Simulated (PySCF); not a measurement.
Electron correlation in B⁺ (boron, charge +1)

[He] 2s2, closed-shell 1S. Calculation: PySCF 2.14, in def2-TZVP (5s3p2d1f, 31 functions); no relativity, point nucleus. Frozen: 1s2; 2 electrons correlated.

Total MP2 correlation energy: -35.44 mhartree.

Same-spin part 0.00 and opposite-spin part -35.44 mhartree; SCS-MP2 scales them by 1/3 and 6/5 to -42.53 mhartree.

With two correlated electrons CCSD is exact within the correlated space (frozen core and kept virtual orbitals).

```json
{"level": "CCSD", "correlation energy (mhartree)": "-59.46"}
```

Diagnostics: T1 = 0.012, D1 = 0.0167, largest double amplitude 0.151.

A double-excitation amplitude exceeds 0.15, a sign of near-degeneracy.

Cost of the coupled-cluster step: 0.08 s of wall time on 1 thread of Neoverse-V1 (shared host), for 2 correlated electrons.
